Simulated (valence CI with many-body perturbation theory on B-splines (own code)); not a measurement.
**E1 transitions of Os44+**

Calculated by relativistic CI+MBPT: four valence electrons over a frozen Dirac-Fock core [Ar] 3d10, radial functions for each j: 11 s, 11 p, 9 d, 7 f, 5 g, 2 h, 1 i, with the one-electron correlation potential Σ1 (screened to all orders), the two-electron term Σ2, the three-electron term Σ3, Breit, model QED; selected single and double excitations, second order for the rest (own B-spline code, finite nucleus).

No measured spectrum was set against this ion. As an estimate, large intervals hold to a few tenths of a per cent, small ones and those within an open d or f shell to about a per cent.

Lines 151 to 200 of 240 in falling wavelength, among levels below 541.30 eV, chosen from the strongest by gf and those to the six lowest levels. Wavelengths and rates use the calculated energies. Electric multipoles are in the length gauge, E1 and E2 with the static RPA response of the core. Weak lines are less certain than strong ones. Lines between different terms over intervals too small for the method are left out, as are lines whose strength nearly cancels. The highest levels of a list are the least certain.

Levels are named by their leading jj configuration (3d3/2^4 stands for four electrons in 3d with j = 3/2), which in mixed levels can hold well under half, so a name can repeat and another be missing. Letters in brackets count levels of one name in rising energy.

| λ vac (nm) | Upper | Lower | A (s⁻¹) | log gf | Branch % |
| --- | --- | --- | --- | --- | --- |
| 5.539 | (4s 4p1/2 4p3/2 4d3/2) J=2 [c] | (4s^2 4p1/2 4d3/2) J=2 | 5.83e+10 | -0.87 | 3.7 |
| 5.523 | (4s 4p1/2 4p3/2 4d5/2) J=1 [a] | (4s^2 4p1/2 4d3/2) J=1 | 1.55e+11 | -0.67 | 13.9 |
| 5.521 | (4s 4p1/2 4p3/2 4d5/2) J=1 [b] | (4s^2 4p1/2 4d5/2) J=2 | 1.22e+11 | -0.78 | 21.9 |
| 5.519 | (4s 4p1/2 4p3/2 4d5/2) J=3 [c] | (4s^2 4p1/2 4d5/2) J=2 | 2.93e+11 | -0.03 | 27.3 |
| 5.511 | (4s 4p1/2 4p3/2^2) J=2 [b] | (4s^2 4p1/2 4p3/2) J=2 | 8.09e+11 | 0.27 | 97.2 |
| 5.506 | (4s 4p3/2^3) J=1 | (4s^2 4p3/2^2) J=0 | 6.41e+11 | -0.06 | 39.5 |
| 5.501 | (4s 4p1/2 4p3/2 4d5/2) J=2 [b] | (4s^2 4p1/2 4d3/2) J=1 | 3.69e+11 | -0.08 | 33.3 |
| 5.486 | (4s 4p1/2 4p3/2 4d3/2) J=1 [c] | (4s^2 4p1/2 4d3/2) J=2 | 6.26e+11 | -0.07 | 59.1 |
| 5.473 | (4s 4p1/2 4p3/2^2) J=1 [b] | (4s^2 4p1/2 4p3/2) J=2 | 6.97e+11 | -0.03 | 63.3 |
| 5.464 | (4s 4p1/2 4p3/2^2) J=1 [a] | (4s^2 4p1/2 4p3/2) J=1 | 4.70e+11 | -0.20 | 85.8 |
| 5.451 | (4s 4p1/2 4p3/2 4d3/2) J=2 [d] | (4s^2 4p1/2 4d3/2) J=1 | 5.82e+11 | 0.11 | 33.8 |
| 5.406 | (4s 4p1/2 4p3/2 4d5/2) J=2 [c] | (4s^2 4p1/2 4d5/2) J=3 | 4.03e+11 | -0.05 | 45.3 |
| 5.404 | (4s 4p1/2 4p3/2^2) J=2 [b] | (4s^2 4p1/2 4p3/2) J=1 | 1.82e+08 | -3.40 | 0.0 |
| 5.379 | (4p1/2^2 4p3/2^2) J=2 | (4s 4p1/2^2 4p3/2) J=2 | 2.20e+11 | -0.32 | 28.7 |
| 5.370 | (4s 4p1/2 4p3/2 4d5/2) J=1 [c] | (4s^2 4p1/2 4d5/2) J=2 | 1.71e+11 | -0.65 | 22.0 |
| 5.368 | (4s 4p1/2 4p3/2^2) J=1 [b] | (4s^2 4p1/2 4p3/2) J=1 | 3.76e+11 | -0.31 | 34.2 |
| 5.359 | (4s 4p1/2 4p3/2 4d5/2) J=3 [d] | (4s^2 4p1/2 4d5/2) J=3 | 3.94e+11 | 0.08 | 33.8 |
| 5.357 | (4s 4p1/2 4p3/2 4d3/2) J=3 [c] | (4s^2 4p1/2 4d3/2) J=2 | 1.17e+12 | 0.55 | 97.6 |
| 5.345 | (4s 4p1/2 4p3/2 4d5/2) J=2 [c] | (4s^2 4p1/2 4d5/2) J=2 | 2.46e+10 | -1.28 | 2.8 |
| 5.303 | (4s 4p1/2 4p3/2 4d5/2) J=2 [d] | (4s^2 4p1/2 4d5/2) J=3 | 1.46e+11 | -0.51 | 10.2 |
| 5.281 | (4s 4p3/2^3) J=1 | (4s^2 4p3/2^2) J=2 | 9.74e+11 | 0.09 | 60.1 |
| 5.262 | (4s 4p1/2 4p3/2 4d3/2) J=1 [d] | (4s^2 4p1/2 4d3/2) J=2 | 9.88e+10 | -0.91 | 7.3 |
| 5.244 | (4s 4p1/2 4p3/2 4d5/2) J=2 [d] | (4s^2 4p1/2 4d5/2) J=2 | 2.36e+11 | -0.31 | 16.5 |
| 5.086 | (4s 4p1/2 4p3/2 4d3/2) J=0 [a] | (4s 4p1/2^2 4p3/2) J=1 | 3.22e+10 | -1.90 | 61.0 |
| 5.080 | (4s 4p1/2 4p3/2 4d3/2) J=1 [a] | (4s 4p1/2^2 4p3/2) J=1 | 5.32e+05 | -6.21 | 0.0 |
| 5.073 | (4s 4p1/2 4p3/2 4d3/2) J=2 [a] | (4s 4p1/2^2 4p3/2) J=1 | 1.19e+10 | -1.64 | 8.2 |
| 5.072 | (4s 4p1/2 4p3/2 4d5/2) J=2 [b] | (4s^2 4p1/2 4d3/2) J=2 | 1.81e+11 | -0.46 | 16.3 |
| 5.030 | (4s 4p1/2 4p3/2 4d3/2) J=2 [d] | (4s^2 4p1/2 4d3/2) J=2 | 1.10e+11 | -0.68 | 6.4 |
| 4.870 | (4s^2 4p1/2 4f5/2) J=2 | (4s 4p1/2^2 4p3/2) J=1 | 1.39e+11 | -0.61 | 73.9 |
| 4.782 | (4s 4p1/2 4p3/2 4d3/2) J=1 [a] | (4s 4p1/2^2 4p3/2) J=2 | 1.53e+10 | -1.80 | 32.1 |
| 4.775 | (4s 4p1/2 4p3/2 4d3/2) J=2 [a] | (4s 4p1/2^2 4p3/2) J=2 | 8.99e+10 | -0.81 | 61.4 |
| 4.759 | (4s 4p1/2 4p3/2 4d3/2) J=3 [a] | (4s 4p1/2^2 4p3/2) J=2 | 2.60e+10 | -1.21 | 60.3 |
| 4.708 | (4s 4p1/2 4p3/2 4d3/2) J=2 [b] | (4s 4p1/2^2 4p3/2) J=1 | 1.35e+11 | -0.65 | 17.9 |
| 4.688 | (4s^2 4p1/2 4f5/2) J=3 | (4s 4p1/2^2 4p3/2) J=2 | 1.99e+10 | -1.34 | 30.4 |
| 4.640 | (4s 4p1/2 4p3/2 4d3/2) J=1 [b] | (4s 4p1/2^2 4p3/2) J=1 | 4.52e+10 | -1.36 | 3.3 |
| 4.634 | (4s 4p1/2 4p3/2 4d3/2) J=2 [c] | (4s 4p1/2^2 4p3/2) J=1 | 2.67e+10 | -1.37 | 1.7 |
| 4.597 | (4s 4p1/2 4p3/2 4d3/2) J=1 [c] | (4s 4p1/2^2 4p3/2) J=1 | 5.46e+10 | -1.29 | 5.1 |
| 4.595 | (4s^2 4p1/2 4f5/2) J=2 | (4s 4p1/2^2 4p3/2) J=2 | 1.65e+08 | -3.58 | 0.1 |
| 4.512 | (4s^2 4p1/2 4f7/2) J=3 | (4s 4p1/2^2 4p3/2) J=2 | 2.86e+11 | -0.21 | 73.5 |
| 4.474 | (4s 4p1/2 4p3/2 4d5/2) J=2 [a] | (4s 4p1/2^2 4p3/2) J=1 | 2.74e+08 | -3.39 | 0.1 |
| 4.451 | (4s^2 4p3/2 4d3/2) J=2 | (4s^2 4p1/2 4p3/2) J=2 | 9.87e+11 | 0.17 | 57.3 |
| 4.451 | (4s 4p1/2 4p3/2 4d3/2) J=2 [b] | (4s 4p1/2^2 4p3/2) J=2 | 2.12e+11 | -0.50 | 28.0 |
| 4.439 | (4s 4p1/2 4p3/2 4d3/2) J=1 [d] | (4s 4p1/2^2 4p3/2) J=1 | 9.69e+11 | -0.07 | 72.0 |
| 4.427 | (4s^2 4p3/2 4d3/2) J=1 | (4s^2 4p1/2 4p3/2) J=2 | 1.98e+11 | -0.76 | 13.4 |
| 4.413 | (4s^2 4p3/2 4d3/2) J=3 | (4s^2 4p1/2 4p3/2) J=2 | 1.34e+12 | 0.44 | 99.9 |
| 4.395 | (4s 4p1/2 4p3/2 4d3/2) J=3 [b] | (4s 4p1/2^2 4p3/2) J=2 | 9.54e+11 | 0.29 | 86.8 |
| 4.390 | (4s 4p1/2 4p3/2 4d3/2) J=1 [b] | (4s 4p1/2^2 4p3/2) J=2 | 1.16e+12 | 0.00 | 84.1 |
| 4.385 | (4s 4p1/2 4p3/2 4d3/2) J=2 [c] | (4s 4p1/2^2 4p3/2) J=2 | 1.43e+12 | 0.32 | 91.9 |
| 4.381 | (4s^2 4p3/2 4d3/2) J=2 | (4s^2 4p1/2 4p3/2) J=1 | 7.34e+11 | 0.02 | 42.6 |
| 4.357 | (4s^2 4p3/2 4d3/2) J=1 | (4s^2 4p1/2 4p3/2) J=1 | 1.28e+12 | 0.04 | 86.1 |
